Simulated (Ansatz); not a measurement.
FH3MgOSi (`[F][Mg][O][SiH3]`). The species carries charge 0 and has multiplicity 1. The structure was optimised at the PBE0-D4/def2-TZVP level. It is one conformer, not always the lowest.

```xyz
7

F     3.803    0.199   -0.947
Mg    2.110    0.110   -0.526
O     0.382    0.020   -0.095
Si   -1.182   -0.062    0.294
H    -1.852    1.259    0.113
H    -1.899   -1.055   -0.558
H    -1.363   -0.471    1.718
```

(1) What is the dipole moment at PBE/def2-TZVPP? (Best estimate.)

(2) And with r2SCAN, B3LYP, ωB97M-V? (Best estimate.)

(3) Give the Mulliken charges with PBE, r2SCAN, B3LYP in def2-TZVPP. (An estimate is asked.)

Answers

(1) Computed: 0.06 D, with components (-0.06, 0.00, 0.01) D in this frame, pointing from negative to positive charge.

(2) Computed: r2SCAN 0.08 D, B3LYP 0.17 D, ωB97M-V 0.13 D.

(3) The calculation gave: 
| atom | PBE | r2SCAN | B3LYP |
| --- | --- | --- | --- |
| F1 | -0.52 | -0.57 | -0.56 |
| Mg2 | 1.06 | 1.16 | 1.13 |
| O3 | -0.62 | -0.72 | -0.68 |
| Si4 | 0.33 | 0.45 | 0.40 |
| H5 | -0.08 | -0.10 | -0.10 |
| H6 | -0.08 | -0.10 | -0.10 |
| H7 | -0.08 | -0.10 | -0.10 |

B3LYP here is the variant with VWN-RPA as its local correlation; programs differ in this.
